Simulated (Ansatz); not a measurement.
Mulliken charges of CH2AlClOS (`S[CH]1[O][Al]1[Cl]`) from PBE/def2-TZVPP in Ansatz (PBE0-D4/def2-TZVP geometry).

```csv
atom,x (Å),y (Å),z (Å),charge (e)
S1,-1.055,0.126,1.523,-0.159
C2,0.301,0.145,0.394,0.011
O3,0.476,-1.068,-0.470,-0.306
Al4,0.010,0.220,-1.460,0.377
Cl5,-0.398,0.729,-3.415,-0.122
H6,-0.511,-0.626,2.502,0.092
H7,1.238,0.407,0.880,0.106
```

Question: By hand: the dipole of these point charges (1 e Å = 4.8032 D).

Answer: Σ q r = (0.162, 0.288, 0.096) e Å, of length 0.344 e Å = 1.65 D.

Question: How does the dipole of the full density compare? (Estimate.)

Answer: Computed: (0.134, 0.244, -0.175) e Å, 1.58 D; the point charges give 1.04 times that, at 48° from its direction.

Point charges leave out the atoms' own dipoles, such as those of lone pairs, and Mulliken's split depends on the basis, so the two needn't agree.
